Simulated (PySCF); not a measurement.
Computed shifts of a molecule C₂H₈BNO, PBE/pcSseg-1 in PySCF, GIAO, gas phase, atoms alike by connectivity averaged where their shifts nearly agree, in ppm (number of nuclei): ¹H: 4.50 (1), 3.48 (1), 3.08 (3), 2.73 (3). ¹⁵N: 100.9 (1). ¹³C: 45.6 (1), 36.7 (1). References: ¹¹B against BF3 (σ = 83.9 ppm); ¹H against TMS (σ = 31.49 ppm); ¹⁷O against H2O (σ = 334.3 ppm); ¹⁵N against NH3 (σ = 267.0 ppm); ¹³C against TMS (σ = 182.0 ppm), references at their B3LYP-D3(BJ)/def2-TZVP geometries, non-relativistic. Geometry optimised at TPSSh-D3(BJ)/def2-SVP. The values are those of a single conformer.

Question: Pick the molecule that these values belong to.
A. CCOBN
B. CNB(C)O
C. COB(C)N
D. CN(C)BO

Answer: D, CN(C)BO
